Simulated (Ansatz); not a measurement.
Reaction (substitution at a C–N bond): `N[CH2][SnH3]` + H–F → `F[CH2][SnH3]` + NH₃

Gas-phase electronic energies from Ansatz, PBE0-D4/def2-TZVP geometries. CCSD(T)/CBS adds triple-zeta CCSD(T) − MP2 to the extrapolated MP2 energy (def2 sets, frozen cores). This one scheme is used for every species. DFT in def2-TZVPP. Elements past krypton have def2 core potentials. For Sn outer-core shells are correlated without core-valence functions, which leaves a few kJ/mol of doubt a bond. Each species was taken in one conformer, which may not be the lowest.

`N[CH2][SnH3]`:

```xyz
10

N     0.504   -1.479   -0.339
C     0.825   -0.111    0.037
Sn   -1.003    0.989    0.359
H     0.029   -1.512   -1.232
H     1.342   -2.041   -0.427
H     1.351   -0.117    0.995
H     1.456    0.439   -0.675
H    -2.038    0.703   -0.974
H    -0.693    2.668    0.468
H    -1.772    0.462    1.788
```

H–F:

```xyz
2

F     0.006    0.395    0.235
H    -0.006   -0.395   -0.235
```

`F[CH2][SnH3]`:

Z-matrix (Å, degrees):
```
C
Sn 1 2.169
F 1 1.386 2 110.1
H 1 1.093 2 110.6 3 119.7
H 1 1.093 2 110.6 3 -119.7
H 2 1.709 1 108.5 3 180.0
H 2 1.705 1 109.3 3 -60.4
H 2 1.705 1 109.3 3 60.3
```

NH₃:

Cartesian coordinates in Å:
```
N 0.228 0.150 -0.070
H -0.176 0.464 0.804
H -0.497 0.218 -0.774
H 0.446 -0.832 0.040
```

CCSD(T)/CBS gives +23.1 kJ/mol.

Problem. Another level gave +10.8 kJ/mol. Which?
A. B97M-V/def2-TZVPP
B. RPA@PBE/def2-TZVPP
C. CCSD(T)/def2-TZVPP
D. r2SCANh/def2-TZVPP

Solution. D. r2SCANh 10.8, CCSD(T)/def2-TZVPP 20.9, RPA@PBE/def2-TZVPP 16.1, B97M-V 5.5 kJ/mol.

Largest T1 diagnostic among the species: 0.013.

From PBE to PBE0 (25 % exact exchange), in def2-TZVPP and without D4, ΔE moves by +5.1 kJ/mol. Leaving LDA and LC-ωPBE aside and taking each functional with its dispersion term where it has one, the values, not all of them listed here, spread over 17.1 kJ/mol, from B97M-V to PBE-QIDH. LDA lies +9.3 kJ/mol from PBE without D4.
